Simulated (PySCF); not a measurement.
A calculated (B97-3, PySCF 2.14, def2-QZVPPD, the non-relativistic Hamiltonian (point nucleus)) atom or ion has these occupied shells.

```csv
shell,electrons,orbital energy (eV),"rms radius, mean of both spins (bohr)"
1s α,1,-10182.2,0.0572
1s β,1,-10182.0,0.0572
2s α,1,-1288.2,0.240
2s β,1,-1287.1,0.240
2p α,3,-1143.7,0.213
2p β,3,-1142.7,0.213
3s α,1,-183.83,0.705
3s β,1,-181.68,0.705
3p α,3,-136.29,0.732
3p β,3,-134.03,0.732
3d α,5,-54.532,0.844
3d β,4,-52.902,0.844
4s α,1,-31.024,2.13
4p α,1,-22.537,2.48
```

Question: Name the element and its charge.

Answer: Ga²⁺ (gallium, charge +2), in [Ar] 3d9 4s1 4p1, one real determinant (an excited configuration).
